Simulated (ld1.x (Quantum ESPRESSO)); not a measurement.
**Reading a pseudo-wave (Hf (Z = 72))**

Columns: radius, all-electron u(r) and pseudo u(r) of the 5d shell (level -27.10 eV) of hafnium in the configuration [Xe] 4f14 5d1 6s0 6p0; PBEsol, scalar-relativistic, TM scheme, ld1.x (Quantum ESPRESSO) 7.5.

```tsv
r (bohr)	all-electron	pseudo
0.155	0.1836	0.0043
0.310	-0.2495	0.0323
0.465	-0.3119	0.0998
0.620	-0.0820	0.2083
0.775	0.1992	0.3452
0.930	0.4345	0.4883
1.085	0.6028	0.6148
1.240	0.7091	0.7086
1.395	0.7656	0.7639
1.550	0.7844	0.7837
1.705	0.7760	0.7759
1.860	0.7485	0.7485
2.015	0.7084	0.7084
2.170	0.6607	0.6607
2.325	0.6090	0.6090
2.480	0.5561	0.5561
2.635	0.5037	0.5037
2.790	0.4532	0.4532
2.945	0.4053	0.4053
3.100	0.3606	0.3606
3.255	0.3192	0.3192
3.410	0.2814	0.2814
3.565	0.2471	0.2471
3.720	0.2161	0.2161
3.875	0.1884	0.1884
4.030	0.1637	0.1637
```

Q: How many radial nodes do the two functions have?

A: The all-electron 5d function has n − l − 1 = 2; the pseudo-wave has 0, since the states of the same l below it are removed with the core.

Q: At about which radius was the pseudo-wave matched?

A: 2.00 bohr. The columns agree to 0.0005 from 1.71 bohr on; several derivatives are matched, so the curves merge somewhat inside the radius.

Q: Where does each function peak?

A: Outermost all-electron maximum near 1.55 bohr, pseudo maximum near 1.55 bohr (to the table’s step).

Q: Is the pseudo-wave norm-conserving?

A: Yes: the TM scheme keeps the norm inside the radius equal to the all-electron one, which fixes the energy derivative of the logarithmic derivative at the level.
